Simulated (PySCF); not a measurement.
# Spin-rotation constants: SMILES C[C@@H]1CNC12C=C2, C6H9N

Geometry:
| atom | x (Å) | y (Å) | z (Å) |
| --- | --- | --- | --- |
| C1 | -0.894 | 1.487 | 0.509 |
| C2 | -0.611 | 0.336 | -0.441 |
| C3 | -1.267 | -1.019 | -0.112 |
| N4 | 0.044 | -1.682 | -0.170 |
| C5 | 0.717 | -0.394 | -0.247 |
| C6 | 1.935 | 0.044 | 0.484 |
| C7 | 2.070 | -0.143 | -0.806 |
| H8 | -0.733 | 1.182 | 1.541 |
| H9 | -0.230 | 2.321 | 0.290 |
| H10 | -1.923 | 1.824 | 0.402 |
| H11 | -0.778 | 0.648 | -1.474 |
| H12 | -1.956 | -1.413 | -0.862 |
| H13 | -1.752 | -1.037 | 0.869 |
| H14 | 0.288 | -2.282 | 0.611 |
| H15 | 2.384 | 0.290 | 1.416 |
| H16 | 2.699 | -0.151 | -1.663 |

Method: PySCF 2.14.0, GIAO wB97X-D/pcSseg-1 magnetisability, rotational g tensor and spin-rotation constants, non-relativistic, gas phase. Geometry: GFN2-xTB.

Give the nuclear spin-rotation constants along the inertial axes (H = +C I·J) beside the isotropic shieldings.

Rotational constants 4.0899, 2.7781, 1.9630 GHz. A star marks the isotopologue with that one atom substituted, in its own axes.
| atom | isotope | Caa (kHz) | Cbb (kHz) | Ccc (kHz) | mean (kHz) | σ (ppm) |
| --- | --- | --- | --- | --- | --- | --- |
| N4 | 14N | 0.209 | 0.115 | 0.129 | 0.151 | 207.1 |
| H8 | 1H | -0.466 | -0.301 | 0.037 | -0.243 | 31.0 |
| H9 | 1H | -0.296 | -0.066 | -0.210 | -0.191 | 30.9 |
| H10 | 1H | 0.083 | -0.298 | -0.219 | -0.145 | 30.7 |
| H11 | 1H | -0.421 | -0.313 | 0.090 | -0.215 | 29.2 |
| H12 | 1H | -0.262 | -0.123 | -0.078 | -0.155 | 28.2 |
| H13 | 1H | -0.266 | -0.283 | 0.007 | -0.181 | 28.8 |
| H14 | 1H | -0.483 | -0.282 | -0.006 | -0.257 | 31.1 |
| H15 | 1H | -0.314 | -0.171 | 0.090 | -0.132 | 23.9 |
| H16 | 1H | 0.064 | -0.324 | 0.025 | -0.078 | 23.7 |
| C1 | 13C* | 0.634 | 0.375 | 0.264 | 0.424 | 168.4 |
| C2 | 13C* | 0.594 | 0.521 | 0.380 | 0.498 | 147.0 |
| C3 | 13C* | 0.820 | 0.486 | 0.374 | 0.560 | 137.3 |
| C5 | 13C* | 1.117 | 0.267 | 0.410 | 0.598 | 135.1 |
| C6 | 13C* | 1.735 | 0.557 | 0.645 | 0.979 | 52.2 |
| C7 | 13C* | 2.034 | 0.434 | 0.652 | 1.040 | 45.3 |

For the geometry as given, no vibrational averaging.

How do the rotational constants and the g tensor change when H8, H9, H10, H11, H12, H13, H14, H15, H16 are replaced by deuterium?

Constants 3.2759, 2.2969, 1.6609 GHz; g -0.0169, 0.0026, -0.0158, against -0.0215, 0.0037, -0.0187 before.
